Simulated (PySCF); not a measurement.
InCl₂⁺ + 2 HCl → InH₂⁺ + 2 Cl₂

Level: PBE0 in the def2-TZVP basis family, computed in PySCF with density fitting; scalar-relativistic core potentials for atoms from Rb on, none lighter, no spin–orbit coupling; open shells unrestricted.

```json
{"species": "InCl₂⁺", "state and structure": "singlet, D∞h, In–Cl 2.203 Å (×2)", "E (Eh)": "-1110.05046", "ZPE (kJ/mol)": "6.4", "H(298 K) − H(0) (kJ/mol)": "14.0", "S° (J/(mol K))": "283.1"}
{"species": "HCl", "state and structure": "singlet, C∞v, H–Cl 1.279 Å", "E (Eh)": "-460.66440", "ZPE (kJ/mol)": "17.9", "H(298 K) − H(0) (kJ/mol)": "8.7", "S° (J/(mol K))": "186.6"}
{"species": "InH₂⁺", "state and structure": "singlet, D∞h, In–H 1.666 Å (×2)", "E (Eh)": "-191.02686", "ZPE (kJ/mol)": "31.8", "H(298 K) − H(0) (kJ/mol)": "9.4", "S° (J/(mol K))": "209.1"}
{"species": "Cl₂", "state and structure": "singlet, D∞h, Cl–Cl 1.982 Å", "E (Eh)": "-920.08940", "ZPE (kJ/mol)": "3.5", "H(298 K) − H(0) (kJ/mol)": "9.1", "S° (J/(mol K))": "222.5"}
```

Question: What is the electronic reaction energy?

Answer: At PBE0/def2-TZVP, ΔE = 455.8 kJ/mol from the differences of the total energies times 2625.5, uphill. 

Question: Add zero-point, thermal and entropy terms for 298.15 K and 1 bar.

Answer: ΔZPE = -3.4 and Δ[H(298) − H(0)] = -3.8 kJ/mol give ΔH° = 448.6 kJ/mol. ΔS° = -2.2 J/(mol K), so ΔG° = 448.6 − 298.15 × (-0.0022) = 449 kJ/mol.

Each species is the lowest minimum found with this bonding; other isomers or fragments can lie lower.
